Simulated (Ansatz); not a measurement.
Basis-set series for C₂H₆F₂N₂W, SMILES `C[N]=[W]([F])([F])=[N]C`. Total charge 0; spin multiplicity 1. W: def2 effective core potential. The geometry is a stationary point of PBE0-D4/def2-TZVP.

```
functional       basis  functions  energy (Eh)  HOMO (eV)  LUMO (eV)
   PBE0-D4  def2-TZVPP        326   -456.03081      -7.30      -1.09
   PBE0-D4  def2-QZVPP        603   -456.05278      -7.32      -1.12
   ωB97M-V  def2-TZVPP        326   -456.21647      -9.48       0.94
   ωB97M-V  def2-QZVPP        603   -456.23737      -9.50       0.64
```

(1) Give the rows for def2-SVP. (Best estimate.)

Answers

(1) Ansatz gave: 
```json
{"functional": "PBE0-D4", "basis": "def2-SVP", "functions": "146", "energy (Eh)": "-455.54707", "HOMO (eV)": "-7.27", "LUMO (eV)": "-1.04"}
{"functional": "ωB97M-V", "basis": "def2-SVP", "functions": "146", "energy (Eh)": "-455.71666", "HOMO (eV)": "-9.43", "LUMO (eV)": "0.99"}
```

Positive LUMOs are unbound and depend on the basis.
